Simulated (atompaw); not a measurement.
# u(r) = r·R(r): atom against pseudo-atom (B)

Columns: radius, all-electron u(r) and pseudo u(r) of the 2p shell (level -8.19 eV) of boron in the configuration [He] 2s2 2p0.5; LDA (PW92), non-relativistic, PAW (atompaw) scheme, atompaw 4.2.0.5.

```tsv
r (bohr)	all-electron	pseudo
0.088	0.0244	0.0037
0.177	0.0807	0.0150
0.265	0.1503	0.0334
0.354	0.2248	0.0588
0.442	0.2967	0.0903
0.531	0.3646	0.1279
0.619	0.4252	0.1698
0.708	0.4793	0.2160
0.796	0.5254	0.2643
0.885	0.5648	0.3146
0.973	0.5969	0.3643
1.062	0.6228	0.4133
1.150	0.6423	0.4591
1.238	0.6562	0.5009
1.327	0.6652	0.5382
1.415	0.6696	0.5693
1.504	0.6701	0.5942
1.592	0.6671	0.6122
1.681	0.6609	0.6237
1.769	0.6523	0.6288
1.858	0.6414	0.6280
1.946	0.6287	0.6221
2.035	0.6143	0.6118
2.123	0.5989	0.5983
2.212	0.5823	0.5823
2.300	0.5652	0.5652
```

(1) How many radial nodes do the two functions have?

(2) Is the pseudo-wave norm-conserving?

## Answers

(1) The all-electron 2p function has n − l − 1 = 0; the pseudo-wave has 0.

(2) No, it belongs to a PAW set: the norm inside the radius is not constrained, and the difference is carried by the augmentation charge.
